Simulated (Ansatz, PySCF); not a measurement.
methyl pivalate (C₆H₁₂O₂), SMILES COC(=O)C(C)(C)C. Atoms are numbered in the order given.

```xyz
20

C      2.6765     0.3972    -0.3337
O      1.4029     0.3724     0.2833
C      0.3956    -0.0933    -0.4690
O      0.5529    -0.4701    -1.6011
C     -0.9270    -0.0764     0.2877
C     -1.2394     1.3686     0.6959
C     -0.7876    -0.9518     1.5394
C     -2.0196    -0.6213    -0.6261
H      2.9856    -0.6141    -0.6373
H      2.6665     1.0358    -1.2295
H      3.3736     0.7992     0.4109
H     -2.1962     1.4042     1.2397
H     -1.3287     2.0209    -0.1867
H     -0.4537     1.7755     1.3477
H     -1.7366    -0.9584     2.0977
H     -0.5462    -1.9924     1.2723
H      0.0030    -0.5733     2.2022
H     -2.9862    -0.6175    -0.0999
H     -2.1147    -0.0131    -1.5369
H     -1.7967    -1.6508    -0.9407
```

The structure is a stationary point at PBE0-D3(BJ)/def2-SVP.

Two levels are set side by side: PBE-D3(BJ)/def2-SVP (Ansatz, an electronic-structure program) and PBE0-D3(BJ)/def2-SVP (Ansatz). Each level has its own optimised geometry; the coordinates shown are those of the second. Frequencies come from the Hessian of PySCF at each geometry. Differences are taken from unrounded values.

| quantity | PBE0-D3(BJ) | PBE-D3(BJ) | PBE-D3(BJ) minus PBE0-D3(BJ) |
|---|---|---|---|
| mean bond length (Å) | 1.225 | 1.235 | 0.010 |
| bond C1–O2 (Å) | 1.415 | 1.431 | 0.016 |
| bond O2–C3 (Å) | 1.341 | 1.360 | 0.020 |
| bond C3–O4 (Å) | 1.203 | 1.217 | 0.013 |
| bond C3–C5 (Å) | 1.524 | 1.536 | 0.012 |
| bond C5–C6 (Å) | 1.534 | 1.544 | 0.010 |
| bond C5–C7 (Å) | 1.534 | 1.544 | 0.010 |
| bond C5–C8 (Å) | 1.525 | 1.535 | 0.010 |
| bond C1–H9 (Å) | 1.100 | 1.109 | 0.009 |
| bond C1–H10 (Å) | 1.100 | 1.109 | 0.009 |
| bond C1–H11 (Å) | 1.096 | 1.105 | 0.008 |
| bond C6–H12 (Å) | 1.101 | 1.109 | 0.008 |
| bond C6–H13 (Å) | 1.101 | 1.109 | 0.008 |
| bond C6–H14 (Å) | 1.099 | 1.107 | 0.008 |
| bond C7–H15 (Å) | 1.101 | 1.109 | 0.008 |
| bond C7–H16 (Å) | 1.101 | 1.109 | 0.008 |
| bond C7–H17 (Å) | 1.099 | 1.107 | 0.008 |
| highest harmonic wavenumber (cm⁻¹) | 3201 | 3106 | -95 |
| mean harmonic wavenumber (cm⁻¹) | 1423 | 1374 | -49 |
| zero-point energy (kcal/mol) | 109.86 | 106.10 | -3.76 |

GGA bonds tend to be longer and softer than those of functionals with exact exchange. Differences between two approximate levels are no errors against the true value.
